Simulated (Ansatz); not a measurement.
Geometry optimisation, Ansatz, DFT r2SCAN-D3(BJ), scalar-relativistic, plane waves, PAW.

Input:

```yaml
accuracy: low
crystal:
  lattice:
    - [5.48148, 0.0, 0.0]
    - [0.0, 5.48148, 0.0]
    - [0.0, 0.0, 5.48148]
  atoms:
    - { symbol: O, position: [0.1855589, 0.8806843, 0.8151153] }
    - { symbol: H, position: [0.1433287, 1.0266538, 0.72494] }
    - { symbol: H, position: [0.213141, 0.7593912, 0.6896191] }
    - { symbol: O, position: [0.4953034, 0.0844885, 0.426499] }
    - { symbol: H, position: [0.5806186, 0.2065035, 0.3313373] }
    - { symbol: H, position: [0.5213218, -0.0655337, 0.3368415] }
    - { symbol: O, position: [0.2721401, 0.6129185, 0.1531841] }
    - { symbol: H, position: [0.3066614, 0.6012197, 0.3260814] }
    - { symbol: H, position: [0.3983692, 0.515011, 0.0776697] }
    - { symbol: O, position: [0.6704994, -0.00753, 0.8346893] }
    - { symbol: H, position: [0.6094586, 0.1384524, 0.9133356] }
    - { symbol: H, position: [0.7446101, 0.051969, 0.6857277] }
    - { symbol: O, position: [1.0298435, 0.0747437, 0.25966] }
    - { symbol: C, position: [1.0039317, 0.2244848, 0.4535825] }
    - { symbol: O, position: [0.8119778, 0.3078384, 0.5251969] }
    - { symbol: H, position: [0.8654253, 0.0504388, 0.1936738] }
    - { symbol: H, position: [1.1830905, 0.2585927, 0.5356282] }
basis:
  ecutwfc: 500.0
kpoints:
  mp_grid: { grid: [1, 1, 1] }
hamiltonian:
  xc: r2scan
  dispersion: d3bj
scf:
  occupations: { method: fermi_dirac, width: 0.02 }
  lower_state_search: "off"
relax:
  f_tol: 0.3
  max_steps: 15
  adjacent_minimum: "off"
```

Run as:

```bash
$ ansatz run input.yaml --threads 1 --pin off --max-ram 3072MiB --backend cpu --events-out ev --progress --plain --runs-dir out
```

Where does it end, and by what steps?

The forces met the threshold. The threshold is loose, so the end isn't yet a minimum. Limits of this set-up: coarse k mesh, low accuracy level. After 13 steps the energy has fallen by 4.272 eV; H8 moved furthest, 1.33 Å.

```json
{"step": "0", "energy less start (eV)": "0.0000", "largest force component (eV/Å)": "2.379", "accepted": "yes"}
{"step": "1", "energy less start (eV)": "-1.0407", "largest force component (eV/Å)": "1.890", "accepted": "yes"}
{"step": "2", "energy less start (eV)": "-1.6495", "largest force component (eV/Å)": "2.901", "accepted": "yes"}
{"step": "3", "energy less start (eV)": "-2.1713", "largest force component (eV/Å)": "2.194", "accepted": "yes"}
{"step": "4", "energy less start (eV)": "-2.6329", "largest force component (eV/Å)": "1.522", "accepted": "yes"}
{"step": "5", "energy less start (eV)": "-2.9359", "largest force component (eV/Å)": "1.099", "accepted": "yes"}
{"step": "6", "energy less start (eV)": "-3.1728", "largest force component (eV/Å)": "1.263", "accepted": "yes"}
{"step": "7", "energy less start (eV)": "-3.3912", "largest force component (eV/Å)": "1.371", "accepted": "yes"}
{"step": "8", "energy less start (eV)": "-3.5882", "largest force component (eV/Å)": "1.430", "accepted": "yes"}
{"step": "9", "energy less start (eV)": "-3.7789", "largest force component (eV/Å)": "1.145", "accepted": "yes"}
{"step": "10", "energy less start (eV)": "-3.9526", "largest force component (eV/Å)": "0.759", "accepted": "yes"}
{"step": "11", "energy less start (eV)": "-4.0812", "largest force component (eV/Å)": "0.806", "accepted": "yes"}
{"step": "12", "energy less start (eV)": "-4.1932", "largest force component (eV/Å)": "0.436", "accepted": "yes"}
{"step": "13", "energy less start (eV)": "-4.2719", "largest force component (eV/Å)": "0.256", "accepted": "yes"}
```

```xyz
17
Lattice="5.4815 0.0000 0.0000 0.0000 5.4815 0.0000 0.0000 0.0000 5.4815" Properties=species:S:1:pos:R:3
O 0.565 4.335 4.049
H 1.220 4.949 3.660
H 0.180 3.899 3.272
O 2.659 0.153 2.816
H 2.944 0.974 2.392
H 2.446 -0.479 2.093
O 1.970 3.508 1.232
H 2.863 3.128 1.198
H 1.708 3.689 0.317
O 3.929 -0.040 5.291
H 3.305 0.373 4.675
H 4.595 -0.483 4.706
O 5.673 0.783 1.394
C 5.427 1.727 2.245
O 4.407 2.407 2.308
H 4.882 0.605 0.765
H 6.235 1.829 2.990
```

The run took 110 s on 1 thread of Arm Neoverse V1, with other jobs on the host, peak memory 0.42 GiB.
